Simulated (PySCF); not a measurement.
F2Si, SMILES F[Si]F (connectivity only; charge and spin as stated), charge +1, multiplicity 2.

Geometry optimised at r2SCAN-D4/def2-TZVP. The isomer is the one that the SMILES or the coordinates give; other isomers of the formula were not compared.

The numbers are results of CAM-B3LYP/def2-TZVPD (PySCF), not measurements.

The molecule is in vacuum.

```json
{
 "total_energy": "-488.94955 hartree",
 "point_group": "C2v",
 "α spin, highest occupied and lowest empty level": "-18.50 and -8.76 eV",
 "β spin, highest occupied and lowest empty level": "-22.03 and -11.80 eV",
 "dipole_moment_about_the_centre_of_nuclear_charge": "2.92 D",
 "mean_static_polarisability": "18.8 bohr³ (2.79 Å³)",
 "polarisability_principal_values": "17.1, 18.3, 21.0 bohr³",
 "⟨S²⟩": "0.752 (pure state 0.75)"
}
```
